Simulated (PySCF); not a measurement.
Computed shifts of a molecule C₃H₃Cl₂F, PBE/pcSseg-1 in PySCF, GIAO, gas phase, atoms alike by connectivity averaged where their shifts nearly agree, in ppm (number of nuclei): ¹⁹F: -236.3 (1). ¹³C: 83.9 (1), 83.7 (1), 34.7 (1). ¹H: 4.75 (1), 1.79 (2). References: ¹⁹F against CFCl3 (σ = 133.6 ppm); ¹³C against TMS (σ = 182.0 ppm); ³⁵Cl against HCl (σ = 936.5 ppm); ¹H against TMS (σ = 31.49 ppm), references at their B3LYP-D3(BJ)/def2-TZVP geometries, non-relativistic (without spin–orbit terms, shifts of atoms bonded to Cl or Br come out too high). Coordinates come from a B3LYP-D3(BJ)/def2-SVP optimisation. The values are those of a single conformer.

Which molecule gave these data?
A) F[C@@H]1CC1(Cl)Cl
B) C/C(Cl)=C(\F)Cl
C) CC(F)=C(Cl)Cl

A, F[C@@H]1CC1(Cl)Cl
